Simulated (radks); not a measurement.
Results of a calculation; reference values are marked as such.
Polarisability of neutral niobium, [Kr] 4d4 5s1, at imaginary frequency. Code: a radial shooting solver on a logarithmic mesh with Libxc functionals. Model: non-relativistic Kohn-Sham, PBE, spin-unpolarised, spherical densities, point nucleus; relativity is left out, which matters for an element this heavy. Response by self-consistent Sternheimer equations with the Hartree and adiabatic LDA kernel.

w (hartree)  alpha1(iw) (bohr^3)
0.00266                    108.5
0.0143                     107.0
0.0360                     99.66
0.0697                     82.38
0.118                      59.43
0.186                      39.44
0.280                      25.52
0.413                      16.45
0.605                      10.51
0.892                      6.537
1.35                       3.825
2.12                       1.993
3.59                      0.8660
6.94                      0.2963
17.5                     0.06879

Static values: alpha1 = 108.5 bohr^3 (16.08 angstrom^3; uncoupled 194.7). C6 = 1252, triple-dipole C9 = 94010 atomic units. One-pole (London) frequency 4 C6 / (3 alpha1^2) = 0.142 hartree, against 0.119 for minus the highest occupied eigenvalue. Recommended static value: 98 bohr^3 (Schwerdtfeger and Nagle, 2023 table).

Beside tabulated values, note that spin-unpolarised runs miss the spin-polarisation part of the exchange energy of open shells.
